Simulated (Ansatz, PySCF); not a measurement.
Molecule: sum formula SiHCl$_{2}$ (charge 0, doublet). It need not be the lowest isomer of its formula. 
Structure (B3LYP-D3(BJ)/def2-TZVP (Ansatz, an electronic-structure program) minimum search):
```
Si
H 1 1.4859
Cl 1 2.0620 2 107.71
Cl 1 2.0620 2 107.71 3 118.80
```
Charge 0, spin multiplicity 2.

Quantity: atomisation energy (electronic, to ground-state atoms), in kJ/mol. Valence correlation only, unless marked. UHF or UKS for open shells. Spin-orbit coupling is left out. No relativistic terms. The coupled-cluster limit lacks core correlation, which all-electron functionals hold. Basis-set limits of correlation are two-point, X^-3; Hartree-Fock from the larger set. The bracket is a focal-point correction in the basis named.

```csv
level,program,atomisation energy (kJ/mol),minus last row
BP86-D3(BJ)/def2-TZVPD,PySCF + dftd3,1117.2,30.1
PBE0-D4/def2-TZVPD,Ansatz + dftd4,1092.8,5.7
PBE0/def2-TZVP,Ansatz,1083.2,-3.9
BHLYP-D3(BJ)/def2-TZVPD,Ansatz + dftd3,1053.1,-34.0
BHLYP-D4/def2-TZVPD,Ansatz + dftd4,1050.5,-36.6
PW6B95-D4/def2-TZVPD,PySCF + dftd4,1098.4,11.3
"RI-MP2/CBS(aug-cc-pV(T+d)Z,aug-cc-pV(Q+d)Z)+[CCSD(T)-MP2]/aug-cc-pV(T+d)Z",Ansatz,1087.1,0.0
```
